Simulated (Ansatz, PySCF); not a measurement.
Pulling on the B1–H2 bond in BH3Se (SMILES B[SeH]) (multiplicity 1 held, fragments rigid). Energies count from the point at 1.186 Å.
Geometry at that point (charge 0, multiplicity 1):
```xyz
5

B      0.45012    -0.03983    -1.50253
H     -0.28917    -0.55999    -2.27043
H      1.48655     0.43721    -1.81940
Se    -0.13171    -0.01088     0.31516
H      1.03018     0.69172     0.88710
```

R- and RO- levels are restricted; in cc, def2 and unpolarised 6-31G sets they are followed outwards from rest. Unrestricted levels (U-) break spin symmetry where that is lower. Active spaces are followed from a long bond inwards. Curves can end on different states.

Correlated levels freeze the cores. Filled d and f shells under p-block atoms count as core. Rows in LANL2DZ carry no dispersion term and start afresh at each structure. LANL2DZ brings its own core potentials from Na on.

Codes used: Ansatz (Gaussian orbitals); PySCF for LANL2DZ rows. Values without a source in brackets are computed.

| level | energy at R = 3.795 Å (kcal/mol) |
|---|---|
| U-HF/LANL2DZ | 88.77 |
| R-HF/cc-pVTZ | 174.06 |
| U-HF/cc-pVTZ | 88.31 |
| R-PBE/cc-pVTZ | ? |
| U-r2SCAN/cc-pVTZ | 105.02 |
| U-wB97X-V/cc-pVTZ | 111.53 |
| U-CCSD/cc-pVTZ | 109.39 |
| CASSCF(2,2)/cc-pVTZ | ? |
| SC-NEVPT2 on CASSCF(2,2)/cc-pVTZ | 106.23 |

Some entries are withheld; supply them.


- R-PBE/cc-pVTZ, energy at R = 3.795 Å (kcal/mol): 130.57
- CASSCF(2,2)/cc-pVTZ, energy at R = 3.795 Å (kcal/mol): 97.39

Doubts at one or more of the structures used: a spin-contaminated determinant (U-HF/LANL2DZ, U-HF/cc-pVTZ, U-r2SCAN/cc-pVTZ, U-wB97X-V/cc-pVTZ, U-CCSD/cc-pVTZ); a restricted determinant that unrestricted orbitals would lower (R-HF/cc-pVTZ, R-PBE/cc-pVTZ).

Ansatz is a program for electronic structure.
